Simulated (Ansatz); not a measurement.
CH₆AlNOSSi. The species carries charge 0 and has multiplicity 1. The bonds changed during the relaxation, so this is another structure than the one it started from.

Z-matrix (Å, degrees):
```
Al
C 1 1.920
N 1 1.986 2 46.4
Si 1 2.539 2 169.3 3 112.3
O 1 1.739 2 130.0 3 92.3
S 1 2.204 2 136.0 3 -96.9
H 2 1.087 1 123.0 3 101.5
H 2 1.087 1 123.5 3 -101.6
H 3 1.011 1 124.4 2 -102.5
H 3 1.012 1 122.7 2 102.8
H 4 1.485 1 125.9 2 61.4
H 4 1.486 1 124.7 2 -110.4
```

Task: Give the diagnostics of a CCSD(T)/def2-TZVPP run (frozen core, Ansatz 0.2.0). (Best estimate.)

Result: Computed: T1 = 0.0115, largest single amplitude 0.014, largest double 0.016, (T) share of the correlation energy 4.1 %, 9 CCSD cycles. The RHF solution is stable towards an unrestricted one. T1 lies under the customary mark of 0.02 for closed shells.
